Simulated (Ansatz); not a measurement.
Mulliken charges of BrSi, SMILES `[Si]Br` radical from r2SCAN/def2-TZVPP in Ansatz (PBE0-D4/def2-TZVP geometry).

```
atom  x (Å)  y (Å)  z (Å)  charge (e)
 Si1  0.000  0.000  0.056       0.178
 Br2  0.000  0.000  2.287      -0.178
```

By hand: the dipole of these point charges (1 e Å = 4.8032 D).

Σ q r = (0.000, 0.000, -0.397) e Å, of length 0.397 e Å = 1.91 D.

How does the dipole of the full density compare? (An estimate is asked.)

Ansatz gave: (0.000, 0.000, -0.133) e Å, 0.64 D; the point charges give 2.98 times that, at 0° from its direction.

Point charges leave out the atoms' own dipoles, such as those of lone pairs, and Mulliken's split depends on the basis, so the two needn't agree.
